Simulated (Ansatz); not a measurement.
Harmonic frequencies (cm⁻¹) at PBE0-D4/def2-TZVP from Ansatz: 25, 81, 126, 177, 224, 298, 308, 379, 462, 523, 593, 703, 838, 861, 948, 950, 2032, 3898.

Each molecule was computed in one conformer, which needn't be the lowest.

(1) Which molecule is it?
A. `C#C[O][AlH][CH3]`
B. `[OH][GaH][Si](F)(F)F`
C. `O[SiH2][SiH2]Br`
D. `[SiH3][NH][SbH2]`

## Answers

(1) B.
